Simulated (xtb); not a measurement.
AlCl₃, singlet, at a GFN2-xTB geometry (such geometries of metal compounds can be far from the true shape), atoms displaced at random by about 0.1 Å a coordinate. Base run: GFN2-xTB (xtb 6.7.1).

Input for xtb:
```
$ xtb mol.xyz --gfn 2 --opt --json

# file mol.xyz
4

Al    -0.06960585    -0.03327555     0.07987032
Cl     0.18451525     2.05818485     0.15097204
Cl     1.81420103    -1.22302799     0.04178069
Cl    -1.72460414    -0.86887706    -0.11347591
```

Each row names what was changed in the base input (with any setting that the change needs).

```json
[
 {"change": "base", "ΔE vs base (kJ/mol)": "0.00", "optimiser steps": "6"},
 {"change": "opt level = extreme", "ΔE vs base (kJ/mol)": "0.00", "optimiser steps": "9"},
 {"change": "opt level = tight", "ΔE vs base (kJ/mol)": "0.00", "optimiser steps": "8"},
 {"change": "engine = inertial", "ΔE vs base (kJ/mol)": "0.01", "optimiser steps": "-"},
 {"change": "opt level = loose", "ΔE vs base (kJ/mol)": "0.00", "optimiser steps": "6"},
 {"change": "alpb = hexane", "ΔE vs base (kJ/mol)": "___", "optimiser steps": "8"},
 {"change": "alpb = methanol", "ΔE vs base (kJ/mol)": "___", "optimiser steps": "7"},
 {"change": "opt level = sloppy", "ΔE vs base (kJ/mol)": "0.05", "optimiser steps": "3"},
 {"change": "engine = lbfgs", "ΔE vs base (kJ/mol)": "0.00", "optimiser steps": "-"},
 {"change": "opt level = crude", "ΔE vs base (kJ/mol)": "0.05", "optimiser steps": "3"}
]
```

**Question.** Complete the blanks.

**Answer.** 
- alpb = hexane, ΔE vs base (kJ/mol): -16.42
- alpb = methanol, ΔE vs base (kJ/mol): -13.67
